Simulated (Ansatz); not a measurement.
`F[SiH2][O][GeH3]` + H₂O → `O[SiH2][O][GeH3]` + H–F at 600 K and 1 bar (formal hydrolysis of the Si–F bond).

Gas-phase electronic energies from Ansatz, PBE0-D4/def2-TZVP geometries. CCSD(T)/CBS adds triple-zeta CCSD(T) − MP2 to the extrapolated MP2 energy (def2 sets, frozen cores). This one scheme is used for every species. For Ge outer-core shells are correlated without core-valence functions, which leaves a few kJ/mol of doubt a bond. Scalar relativity is left out up to krypton. Each species was taken in one conformer, which may not be the lowest.

| species | CCSD(T)/CBS energy (Eh) | H − E (kJ/mol) | S (J/(mol·K)) |
| --- | --- | --- | --- |
| `F[SiH2][O][GeH3]` | -2543.28863 | 185.0 | 443.8 |
| H₂O | -76.37941 | 76.8 | 212.8 |
| `O[SiH2][O][GeH3]` | -2519.25526 | 219.8 | 457.4 |
| H–F | -100.39570 | 42.3 | 194.0 |

H − E and S are ideal-gas, rigid-rotor, harmonic terms from PBE0-D4/def2-TZVP, for one conformer and one mirror image of each species. 1 Eh = 2625.50 kJ/mol, R = 8.31446 J/(mol·K).

Question: By hand: ΔE, ΔH, ΔS and ΔG.

Answer: ΔE = (-2519.25526) + (-100.39570) − (-2543.28863) − (-76.37941) = 0.01708 Eh = 44.8 kJ/mol. Δ(H − E) = 219.8 + 42.3 − 185.0 − 76.8 = 0.3, so ΔH = 45.1 kJ/mol. ΔS = 457.4 + 194.0 − 443.8 − 212.8 = -5.2 J/(mol·K). ΔG = 45.1 − 600 × (-5.2)/1000 = 48.2 kJ/mol.

Question: By hand: the equilibrium constant, and the temperature at which ΔG would vanish if ΔH and ΔS stayed fixed.

Answer: log₁₀ K = −ΔG/(RT ln 10) = -4.2. ΔH and −TΔS have one sign here, so there is no such temperature.

The number of gas molecules stays the same, so ΔS is small and ΔH decides. A doubt of 5 kJ/mol in ΔE shifts log₁₀ K by 0.4 here. Other conformers and mirror images would add mixing entropy, several J/(mol·K) or more a flexible species. Modes under 60 cm⁻¹, often nearly free rotors, make the harmonic entropy too high. These are equilibria of isolated gas molecules and say nothing of rates. Largest T1 diagnostic: 0.012 (customary marks: 0.02 for closed shells, 0.045 for open ones).

ΔS is within the doubt of such terms, so its sign, and with it that verdict, could turn.
